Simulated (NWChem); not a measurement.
**H2Ge**

Everything below was run with NWChem. Structure: optimised with B3LYP/def2-SVP, a minimum by its harmonic frequencies.

The NWChem input:

```
start mol
memory heap 200 mb stack 900 mb global 1100 mb
geometry "system" units angstroms nocenter noautoz noautosym
  Ge     0.000000     0.000000     0.066351
  H     -1.142489     0.000000    -1.061618
  H      1.142489     0.000000    -1.061618
end
set geometry "system"
basis spherical
  * library 6-31g*
end
dft
  xc b3lyp
  semidirect memsize 60000000 filesize 0
  iterations 100
  convergence energy 1e-10 density 1e-9 gradient 1e-8
  tolerances tight
end
task dft energy
rt_tddft
  tmax 200.0
  dt 0.2
  tag "kick"
  print dipole
  field "kick"
    type delta
    polarization y
    max 0.0001
  end
  excite "system" with "kick"
end
task dft rt_tddft
```

Change of the dipole's y component after the kick, in units of 1e-4 a.u.:

```csv
time (a.u.),Δμ
0.0,0.000
0.4,0.205
0.8,0.404
1.2,0.574
1.6,0.681
2.0,0.783
2.4,0.778
2.8,0.718
3.2,0.584
3.6,0.477
4.0,0.327
4.4,0.187
4.8,-0.001
5.2,-0.114
5.6,-0.204
6.0,-0.238
6.4,-0.303
6.8,-0.306
7.2,-0.275
7.6,-0.179
8.0,-0.116
8.4,-0.028
8.8,0.061
9.2,0.185
9.6,0.258
10.0,0.292
10.4,0.274
10.8,0.254
11.2,0.201
11.6,0.106
12.0,-0.031
12.4,-0.161
12.8,-0.258
13.2,-0.349
13.6,-0.438
14.0,-0.499
14.4,-0.488
14.8,-0.445
15.4,-0.361
15.8,-0.264
16.2,-0.151
16.6,0.007
17.0,0.138
17.4,0.268
17.8,0.382
18.2,0.512
18.6,0.595
19.0,0.630
19.4,0.604
19.8,0.573
20.2,0.512
20.6,0.402
21.0,0.259
21.4,0.120
21.8,0.016
22.2,-0.078
22.6,-0.157
23.0,-0.209
23.4,-0.203
23.8,-0.168
24.2,-0.113
24.6,-0.081
25.0,-0.016
25.4,0.048
25.8,0.119
26.2,0.132
26.6,0.138
27.0,0.122
27.4,0.110
27.8,0.033
28.2,-0.051
28.6,-0.160
29.0,-0.234
29.4,-0.332
29.8,-0.405
```
